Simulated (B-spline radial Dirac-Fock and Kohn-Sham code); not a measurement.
## Elastic and transport cross sections of selenium for electrons

Calculated with a radial finite-basis atomic code, using relativistic (Dirac) partial waves in the static field of the Dirac-Fock atom with Furness-McCarthy exchange, without polarisation or absorption potentials. Below a few hundred eV the neglected polarisation potential matters, most of all at small angles. σ_tr1 and σ_tr2 weight the cross section with 1 − P₁ and 1 − P₂ of cos θ; "backward" is the share scattered beyond 90°.

| energy (eV) | σ (a₀²) | σ_tr1 (a₀²) | σ_tr2 (a₀²) | σ/σ_tr1 | backward (%) |
| --- | --- | --- | --- | --- | --- |
| 50 | 27.4 | 5.46 | 9.65 | 5.01 | 3.6 |
| 55.4 | ? | ? | ? | ? | ? |
| 65 | 23.5 | 5.39 | 8.86 | 4.36 | 4.8 |
| 67.5 | 23.0 | 5.43 | 8.81 | 4.24 | 5.3 |
| 67.9 | 23.0 | 5.44 | 8.81 | 4.23 | 5.3 |
| 81.1 | 21.1 | 5.69 | 8.67 | 3.70 | 8.1 |
| 100 | 19.2 | 5.98 | 8.43 | 3.21 | 12 |
| 156 | 16.1 | 6.04 | 6.97 | 2.67 | 19 |
| 171 | 15.6 | 5.92 | 6.53 | 2.63 | 20 |
| 181 | 15.2 | 5.83 | 6.24 | 2.61 | 20 |

Q: Fill in the row for 55.4 eV.

A: σ = 25.7 a₀², σ_tr1 = 5.35 a₀², σ_tr2 = 9.21 a₀², σ/σ_tr1 = 4.81, backward 3.7 %. The ratio σ/σ_tr1 is roughly the number of elastic collisions that randomise the direction.
